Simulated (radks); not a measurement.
The numbers below are computed, except where a source is named.
Pb I, 82 electrons, occupied as [Hg] 6p2. Level of theory: scalar-relativistic Kohn-Sham, PBE, spin-polarised, spherical densities, point nucleus; open shells are filled with parallel spins first (spin-orbit coupling, left out, can overturn this in heavy ions) (a radial shooting solver on a logarithmic mesh with Libxc functionals).

Radial electron density D(r) = 4 pi r^2 rho(r):

```
   r/bohr * D(r) (the largest magnitude, 152, reaches the edge; | marks zero)
 0.001829 |         *
 0.002498 |              *
 0.003413 |                     *
 0.004662 |                            *
  0.00637 |                                   *
 0.008702 |                                        *
  0.01189 |                                        *
  0.01624 |                                     *
  0.02219 |                                    *
  0.03031 |                                          *
  0.04141 |                                                     *
  0.05657 |                                                      *
  0.07729 |                                             *
   0.1056 |                                              *
   0.1442 |                                                    *
   0.1971 |                                     *
   0.2692 |                             *
   0.3678 |                                  *
   0.5025 |                     *
   0.6865 |          *
   0.9378 |       *
    1.281 |    *
     1.75 | *
    2.391 |*
    3.267 *
    4.463 *
    6.097 *
    8.329 *
    11.38 *
```

D(r) has 4 maxima, at r = 0.0105, 0.0498, 0.137, 0.353 bohr, and minima at 0.0206, 0.0885, 0.251 bohr, inside which lie 1.88, 11.01, 30.04 electrons.
